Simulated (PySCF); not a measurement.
Geometry:
| atom | x (Å) | y (Å) | z (Å) |
| --- | --- | --- | --- |
| Si1 | 3.011 | -0.584 | 0.015 |
| Si2 | 0.825 | -1.419 | 0.157 |
| Si3 | -0.681 | 0.186 | -0.653 |
| Si4 | -2.875 | -0.609 | -0.432 |
| Si5 | -0.419 | 2.157 | 0.589 |
| H6 | 3.119 | 0.670 | 0.822 |
| H7 | 4.012 | -1.572 | 0.524 |
| H8 | 3.330 | -0.263 | -1.411 |
| H9 | 0.705 | -2.688 | -0.628 |
| H10 | 0.488 | -1.709 | 1.587 |
| H11 | -0.377 | 0.463 | -2.095 |
| H12 | -3.050 | -1.882 | -1.196 |
| H13 | -3.145 | -0.876 | 1.015 |
| H14 | -3.866 | 0.395 | -0.928 |
| H15 | -1.388 | 3.201 | 0.133 |
| H16 | -0.674 | 1.862 | 2.033 |
| H17 | 0.970 | 2.691 | 0.446 |

[PySCF 2.14: σ from GIAO-KT3/pcSseg-1; coordinates at the PBE0-D3(BJ)/def2-SVP level; a single conformation; averaged over atoms made equivalent by symmetry, fast rotation or ring inversion; no relativistic terms; no solvent]

Scale: TMS for 1H, 29Si (reference shieldings calculated alike).

| atoms | nucleus | count | δ (ppm) |
| --- | --- | --- | --- |
| H6/H7/H8 | 1H | 3 | 3.55 |
| H11 | 1H | 1 | 3.13 |
| Si2 | 29Si | 1 | ? |
| Si1 | 29Si | 1 | ? |
| H9/H10 | 1H | 2 | 3.44 |
| Si4/Si5 | 29Si | 2 | -97.2 |
| Si3 | 29Si | 1 | -121.1 |
| H12/H13/H14/H15/H16/H17 | 1H | 6 | 3.59 |

Estimate the values marked ?.

## Answers


- Si1: -100.7 ppm, silicon bonded to Si, 3 H
- Si2: -104.8 ppm, silicon bonded to 2 Si, 2 H
